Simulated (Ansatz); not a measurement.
System: sum formula H₉Si₂N₂O, net charge 1, singlet state. It need not be the lowest isomer of its formula. 
Structure (B3LYP-D3(BJ)/def2-TZVP (Ansatz, a first-principles code) minimum search):
```xyz
14

N     -1.2559     1.4572    -0.1954
Si    -1.6106    -0.2648    -0.1548
O     -0.1270    -1.0113    -0.0388
Si     1.4231    -0.7666     0.2866
N      1.6075     1.0903    -0.0161
H     -1.6326     1.9985     0.5757
H     -1.5086     1.9358    -1.0537
H     -2.2165    -0.6935    -1.4204
H     -2.3769    -0.5893     1.0549
H      2.3339    -1.3977    -0.6713
H      1.7832    -0.9163     1.7004
H      2.1015     1.5843     0.7275
H      0.6157     1.4607    -0.0747
H      2.0791     1.3141    -0.8929
```
Charge +1, spin multiplicity 1.

Total electronic energies in hartree. Valence correlation only, unless marked. Spin-orbit coupling is left out. Non-relativistic. CBS marks a two-point X^-3 extrapolation of the correlation energy; Hartree-Fock from the larger set. The bracket is a focal-point correction in the basis named.

| level | program | energy (Eh) |
|---|---|---|
| PBE/def2-TZVPD | Ansatz | -768.61499 |
| r2SCAN-D3(BJ)/def2-TZVPD | Ansatz + dftd3 | -768.99747 |
| B3LYP-D4/def2-TZVPD | Ansatz + dftd4 | -769.21353 |
| PBE0/6-31G* | Ansatz | -768.53005 |
| PBE0/def2-SVP | Ansatz | -768.24869 |
| LC-wPBE/def2-TZVPD | Ansatz | -768.85930 |
| B2PLYP-D3(BJ)/def2-TZVPD | Ansatz + dftd3 | -768.77539 |
| MP2/cc-pV(D+d)Z | Ansatz | -767.55350 |
| MP2/cc-pwCVTZ | Ansatz | -767.86156 |
| RI-MP2/cc-pV(T+d)Z | Ansatz | -767.84374 |
| SCS-MP2/6-31G | Ansatz | -767.03149 |
| CCSD(T)/cc-pV(T+d)Z | Ansatz | -767.92540 |
| CCSD(T)/cc-pwCVTZ | Ansatz | -767.94186 |
| RI-MP2/CBS(cc-pV(T+d)Z,cc-pV(Q+d)Z)+[CCSD(T)-MP2]/cc-pV(T+d)Z | Ansatz | -768.0632 |
| CCSD(T)/CBS(cc-pV(T+d)Z,cc-pV(Q+d)Z) | Ansatz | -768.0548 |

Totals of different functionals don't rank their quality; only differences between species are comparable.
